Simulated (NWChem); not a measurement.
GaCl$_{3}$; SMILES [Cl][Ga]([Cl])[Cl]

```xyz
4

Ga     0.0000     0.0000     0.0000
Cl    -2.0562     0.5866     0.0000
Cl     1.5362     1.4874     0.0000
Cl     0.5201    -2.0741     0.0000
```
Atoms are numbered in this order, from 1.

Level: PBE-D3(BJ)/def2-SVP (NWChem), optimised geometry, unscaled harmonic frequencies. 

Question: List the harmonic frequencies with IR intensities, and the thermochemistry.

Answer: 
```tsv
frequency (cm⁻¹)	IR intensity (km/mol)
121	6.2
121	6.2
131	10.1
362	0.0
459	72.2
459	72.2
```

```json
{
 "zero_point_energy": "2.4 kcal/mol",
 "thermal correction to the enthalpy at 298.15 K (with zero-point energy)": "6.6 kcal/mol",
 "heat capacity Cv": "16.0 cal/(mol K)",
 "entropy at 298.15 K and 1 atm (symmetry number 6)": "78.1 cal/(mol K)",
 "dipole_moment": "0.00 D"
}
```

Rigid rotor and harmonic oscillator.
